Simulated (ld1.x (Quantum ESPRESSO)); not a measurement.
## Transferability test, TM potential for Mo (Z = 42)

```
Element                 : Mo
Generator               : ld1.x (Quantum ESPRESSO) 7.5
Type                    : norm-conserving Troullier–Martins (Kleinman–Bylander form)
Functional              : PBE
Relativity              : fully relativistic
Frozen core             : [Ar] 3d10 4s2
Valence charge          : 12
Reference configuration : 4p6 4d5.5 5s0.5 5p0
Partial waves           : 5s (bound): rc 2.70 bohr; 4d (bound): rc 2.15 bohr; 4p (bound): rc 1.35 bohr
Local potential         : the p channel
Core correction         : a·sin(br)/r model core inside 0.65 bohr
```

Open shells are filled in proportion to 2j + 1 (rel_dist='average').

Energies are relative to the spin-unpolarised reference configuration 4p6 4d5.5 5s0.5 5p0; without spin polarisation the order of configurations can differ from experiment. The p channel is local and has no spin–orbit splitting in the pseudo-atom.

| valence configuration | charge | ΔE all-electron (eV) | error AE − PS (meV) |
| --- | --- | --- | --- |
| 4p6 4d5 5s0 5p0 | +1 | 6.611 | -0.8 |
| 4p6 4d4 5s0 5p0 | +2 | 22.072 | +2.2 |
| 4p6 4d4 5s1 5p0 | +1 | 7.784 | -38 |
| 4p6 4d4 5s1 5p1 | 0 | 3.456 | -14 |
| 4p6 4d4 5s2 5p0 | 0 | -0.082 | -74 |

**Question.** What are ΔE and the potential's error for 4p6 4d5 5s1 5p0?

**Answer.** ΔE = -0.280 eV all-electron; the error (AE − PS) is -5.6 meV.

**Question.** What are ΔE and the potential's error for 4p6 4d3 5s0 5p0?

**Answer.** ΔE = 48.813 eV all-electron; the error (AE − PS) is -7.5 meV.

Levels in the configuration 4p6 4d4 5s2 5p0:

| level | all-electron (eV) | pseudo (eV) |
| --- | --- | --- |
| 4p j=1/2 | -42.796 | -41.299 |
| 4p j=3/2 | -40.279 | -41.299 |
| 4d j=3/2 | -5.789 | -5.886 |
| 4d j=5/2 | -5.562 | -5.657 |
| 5s j=1/2 | -4.878 | -4.846 |

These tests converged, but a pseudo level misses the all-electron one widely, so the file describes the atom poorly there or has found another state: 4p6 4d3 5s0 5p0: empty 5s by 4.7 eV.

Note: ghost states, extra bound levels that the all-electron valence spectrum of the same l lacks: p1/2 at -37.4 eV, s at -21.4 eV. A true bound ghost makes a file unfit for plane-wave use. The potential misses its own reference levels by up to 1.7 eV, so it is not fit for use.
